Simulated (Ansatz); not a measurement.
`[SiH3]C1BO1` + H₂S → `[SiH3]S` + `B1CO1` at 500 K and 1 bar (ligand exchange at the Si–C bond).

Program: Ansatz. Geometries: PBE0-D4/def2-TZVP. ΔE: electronic, gas phase. CCSD(T)/CBS adds triple-zeta CCSD(T) − MP2 to the extrapolated MP2 energy (def2 sets, frozen cores). This one scheme is used for every species.

```json
{"species": "`[SiH3]C1BO1`", "CCSD(T)/CBS energy (Eh)": "-430.08021", "H − E (kJ/mol)": "188.1", "S (J/(mol·K))": "358.3"}
{"species": "H₂S", "CCSD(T)/CBS energy (Eh)": "-398.97279", "H − E (kJ/mol)": "57.0", "S (J/(mol·K))": "224.0"}
{"species": "`[SiH3]S`", "CCSD(T)/CBS energy (Eh)": "-689.27336", "H − E (kJ/mol)": "117.6", "S (J/(mol·K))": "310.5"}
{"species": "`B1CO1`", "CCSD(T)/CBS energy (Eh)": "-139.80191", "H − E (kJ/mol)": "134.2", "S (J/(mol·K))": "278.3"}
```

H − E and S are ideal-gas, rigid-rotor, harmonic terms from PBE0-D4/def2-TZVP, for one conformer and one mirror image of each species. 1 Eh = 2625.50 kJ/mol, R = 8.31446 J/(mol·K).

By hand: ΔE, ΔH, ΔS and ΔG.

ΔE = (-689.27336) + (-139.80191) − (-430.08021) − (-398.97279) = -0.02227 Eh = -58.5 kJ/mol. Δ(H − E) = 117.6 + 134.2 − 188.1 − 57.0 = 6.7, so ΔH = -51.8 kJ/mol. ΔS = 310.5 + 278.3 − 358.3 − 224.0 = 6.5 J/(mol·K). ΔG = -51.8 − 500 × (6.5)/1000 = -55.0 kJ/mol.

By hand: the equilibrium constant, and the temperature at which ΔG would vanish if ΔH and ΔS stayed fixed.

log₁₀ K = −ΔG/(RT ln 10) = 5.7. ΔH and −TΔS have one sign here, so there is no such temperature.

The number of gas molecules stays the same, so ΔS is small and ΔH decides. A doubt of 5 kJ/mol in ΔE shifts log₁₀ K by 0.5 here. Other conformers and mirror images would add mixing entropy, several J/(mol·K) or more a flexible species. These are equilibria of isolated gas molecules and say nothing of rates. Largest T1 diagnostic: 0.016 (customary marks: 0.02 for closed shells, 0.045 for open ones).

ΔS is within the doubt of such terms, so its sign, and with it that verdict, could turn.
